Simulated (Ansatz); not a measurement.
Pulling on the N3–H4 bond in H3NSi (SMILES N[SiH]) (multiplicity 1 held, fragments rigid). Energies count from the point at 1.009 Å.
Geometry at that point (charge 0, multiplicity 1):
```xyz
5

Si    -0.2447     0.3910     0.5100
H     -0.5860     1.4739    -0.5153
N      0.3978    -0.6896    -0.6544
H      0.4631    -0.5284    -1.6484
H      0.7649    -1.5931    -0.3951
```

R- and RO- levels are restricted; in cc, def2 and unpolarised 6-31G sets they are followed outwards from rest. U- levels take the lowest unrestricted solution at each point, which mixes spins at long bonds. Active spaces are followed from a long bond inwards. Levels need not reach the same state.

Correlated levels freeze the cores.

Run with Ansatz (Gaussian orbitals). 

Energies in kcal/mol.

```json
[
 {"R (Å)": "0.807", "U-CCSD/cc-pV(D+d)Z": "38.0", "R-CCSDT/cc-pV(D+d)Z": "38.3", "SC-NEVPT2 on CASSCF(2,2)/cc-pV(D+d)Z": "38.9", "FIC-MRCISD+Q on CASSCF(2,2)/cc-pV(D+d)Z": "38.1"},
 {"R (Å)": "0.908", "U-CCSD/cc-pV(D+d)Z": "8.1", "R-CCSDT/cc-pV(D+d)Z": "8.2", "SC-NEVPT2 on CASSCF(2,2)/cc-pV(D+d)Z": "8.5", "FIC-MRCISD+Q on CASSCF(2,2)/cc-pV(D+d)Z": "8.2"},
 {"R (Å)": "1.009", "U-CCSD/cc-pV(D+d)Z": "0.0", "R-CCSDT/cc-pV(D+d)Z": "0.0", "SC-NEVPT2 on CASSCF(2,2)/cc-pV(D+d)Z": "0.0", "FIC-MRCISD+Q on CASSCF(2,2)/cc-pV(D+d)Z": "0.0"},
 {"R (Å)": "1.110", "U-CCSD/cc-pV(D+d)Z": "3.6", "R-CCSDT/cc-pV(D+d)Z": "3.4", "SC-NEVPT2 on CASSCF(2,2)/cc-pV(D+d)Z": "3.1", "FIC-MRCISD+Q on CASSCF(2,2)/cc-pV(D+d)Z": "3.5"},
 {"R (Å)": "1.211", "U-CCSD/cc-pV(D+d)Z": "13.3", "R-CCSDT/cc-pV(D+d)Z": "12.8", "SC-NEVPT2 on CASSCF(2,2)/cc-pV(D+d)Z": "12.3", "FIC-MRCISD+Q on CASSCF(2,2)/cc-pV(D+d)Z": "13.0"},
 {"R (Å)": "1.362", "U-CCSD/cc-pV(D+d)Z": "32.1", "R-CCSDT/cc-pV(D+d)Z": "31.1", "SC-NEVPT2 on CASSCF(2,2)/cc-pV(D+d)Z": "30.6", "FIC-MRCISD+Q on CASSCF(2,2)/cc-pV(D+d)Z": "31.4"},
 {"R (Å)": "1.514", "U-CCSD/cc-pV(D+d)Z": "51.6", "R-CCSDT/cc-pV(D+d)Z": "49.6", "SC-NEVPT2 on CASSCF(2,2)/cc-pV(D+d)Z": "49.6", "FIC-MRCISD+Q on CASSCF(2,2)/cc-pV(D+d)Z": "50.1"},
 {"R (Å)": "1.766", "U-CCSD/cc-pV(D+d)Z": "80.3", "R-CCSDT/cc-pV(D+d)Z": "74.5", "SC-NEVPT2 on CASSCF(2,2)/cc-pV(D+d)Z": "76.3", "FIC-MRCISD+Q on CASSCF(2,2)/cc-pV(D+d)Z": "75.4"},
 {"R (Å)": "2.018", "U-CCSD/cc-pV(D+d)Z": "97.1", "R-CCSDT/cc-pV(D+d)Z": "89.7", "SC-NEVPT2 on CASSCF(2,2)/cc-pV(D+d)Z": "94.2", "FIC-MRCISD+Q on CASSCF(2,2)/cc-pV(D+d)Z": "91.4"},
 {"R (Å)": "2.321", "U-CCSD/cc-pV(D+d)Z": "103.3", "R-CCSDT/cc-pV(D+d)Z": "98.3", "SC-NEVPT2 on CASSCF(2,2)/cc-pV(D+d)Z": "105.6", "FIC-MRCISD+Q on CASSCF(2,2)/cc-pV(D+d)Z": "101.0"},
 {"R (Å)": "2.725", "U-CCSD/cc-pV(D+d)Z": "105.0", "R-CCSDT/cc-pV(D+d)Z": "102.2", "SC-NEVPT2 on CASSCF(2,2)/cc-pV(D+d)Z": "111.1", "FIC-MRCISD+Q on CASSCF(2,2)/cc-pV(D+d)Z": "105.5"},
 {"R (Å)": "3.229", "U-CCSD/cc-pV(D+d)Z": "105.5", "R-CCSDT/cc-pV(D+d)Z": "103.3", "SC-NEVPT2 on CASSCF(2,2)/cc-pV(D+d)Z": "112.8", "FIC-MRCISD+Q on CASSCF(2,2)/cc-pV(D+d)Z": "106.9"}
]
```

Doubts at one or more of the structures used: a spin-contaminated determinant (U-CCSD/cc-pV(D+d)Z); T1 above 0.05 (U-CCSD/cc-pV(D+d)Z, R-CCSDT/cc-pV(D+d)Z); the program's own flag: large difference (U-CCSD/cc-pV(D+d)Z); a restricted determinant that unrestricted orbitals would lower (R-CCSDT/cc-pV(D+d)Z); other coupled-cluster roots lie near (R-CCSDT/cc-pV(D+d)Z).

Ansatz is a quantum-chemistry and plane-wave program.
